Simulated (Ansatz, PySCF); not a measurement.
CH₄Cl₂OSi₂, SMILES Cl[Si]1(Cl)CO[SiH2]1. Atoms are numbered in the order given.

```xyz
10

Cl     1.4927     0.1094     1.6725
Si     0.2893    -0.0173     0.0000
Cl     1.4927     0.1094    -1.6725
C     -0.9304    -1.4980     0.0000
O     -2.1624    -0.7679     0.0000
Si    -1.8516     0.9010     0.0000
H     -0.8563    -2.1401    -0.8942
H     -0.8563    -2.1401     0.8942
H     -2.3746     1.5877     1.2167
H     -2.3746     1.5877    -1.2167
```

Coordinates come from a PBE0-D3(BJ)/def2-SVP optimisation. This is a generated structure with no PubChem entry under its InChIKey; it may be hypothetical.

Two levels are set side by side: PBE-D3(BJ)/def2-SVP (Ansatz, an electronic-structure program) and PBE0-D3(BJ)/def2-SVP (Ansatz). Each level has its own optimised geometry; the coordinates shown are those of the second. Frequencies come from the Hessian of PySCF at each geometry. Differences are taken from unrounded values.

| quantity | PBE0-D3(BJ) |
|---|---|
| mean bond length (Å) | 1.670 |
| bond Cl1–Si2 (Å) | 2.064 |
| bond Si2–Cl3 (Å) | 2.064 |
| bond Si2–C4 (Å) | 1.918 |
| bond Si2–Si6 (Å) | 2.330 |
| bond C4–O5 (Å) | 1.432 |
| bond O5–Si6 (Å) | 1.698 |
| bond C4–H7 (Å) | 1.103 |
| bond C4–H8 (Å) | 1.103 |
| bond Si6–H9 (Å) | 1.492 |
| bond Si6–H10 (Å) | 1.492 |
| highest harmonic wavenumber (cm⁻¹) | 3124 |
| mean harmonic wavenumber (cm⁻¹) | 976 |
| zero-point energy (kcal/mol) | 33.49 |

Question: What does PBE-D3(BJ) give, and how far is it from PBE0-D3(BJ)? (The exact figures need the calculation; the answer reports its results.)

Answer: 
| quantity | PBE-D3(BJ) | PBE-D3(BJ) minus PBE0-D3(BJ) |
|---|---|---|
| mean bond length (Å) | 1.684 | 0.014 |
| bond Cl1–Si2 (Å) | 2.082 | 0.018 |
| bond Si2–Cl3 (Å) | 2.082 | 0.018 |
| bond Si2–C4 (Å) | 1.934 | 0.015 |
| bond Si2–Si6 (Å) | 2.344 | 0.015 |
| bond C4–O5 (Å) | 1.446 | 0.014 |
| bond O5–Si6 (Å) | 1.717 | 0.019 |
| bond C4–H7 (Å) | 1.112 | 0.009 |
| bond C4–H8 (Å) | 1.112 | 0.009 |
| bond Si6–H9 (Å) | 1.504 | 0.013 |
| bond Si6–H10 (Å) | 1.504 | 0.013 |
| highest harmonic wavenumber (cm⁻¹) | 3023 | -102 |
| mean harmonic wavenumber (cm⁻¹) | 937 | -39 |
| zero-point energy (kcal/mol) | 32.16 | -1.32 |

GGA bonds tend to be longer and softer than those of functionals with exact exchange. Differences between two approximate levels are no errors against the true value.
